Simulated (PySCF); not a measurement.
Basis and Hamiltonian dependence of the excitation energy of P⁺

P⁺ [Ne] 3s2 3p2 (3P) → P⁺ [Ne] 3s1 3p2 4s1 (5P). All values are computed (PySCF 2.14, energy differences of UHF-based or UKS calculations, no spin-orbit coupling). Values in eV.

```tsv
basis	Hamiltonian	functions	UHF	r2SCAN	PBE0	MP2 (valence)	CCSD(T) (valence)
aug-cc-pwCVDZ	non-relativistic	36	15.786	n/a	n/a	16.802	17.215
def2-TZVPPD	non-relativistic	48	15.751	17.069	17.330	16.962	17.360
aug-cc-pVTZ-DK	spin-free X2C	50	15.827	n/a	n/a	17.047	17.414
x2c-TZVPPall with one added diffuse shell each of s, p, d type	spin-free X2C	51	15.800	n/a	17.394	17.013	17.404
aug-cc-pVQZ-DK	spin-free X2C	84	15.802	n/a	17.393	17.107	17.447
dyall-av3z	spin-free X2C	84	15.806	n/a	n/a	17.040	17.407
dyall-acv3z	spin-free X2C	113	15.792	17.130	17.374	17.044	17.426
aug-cc-pV(Q+d)Z with one added diffuse shell each of s, p, d, f, g type	non-relativistic	114	15.725	17.050	17.309	17.031	n/a
aug-cc-pCVQZ-DK	spin-free X2C	134	15.789	17.119	17.374	17.102	n/a
```

Frozen in the all-electron rows: valence: [Ne].
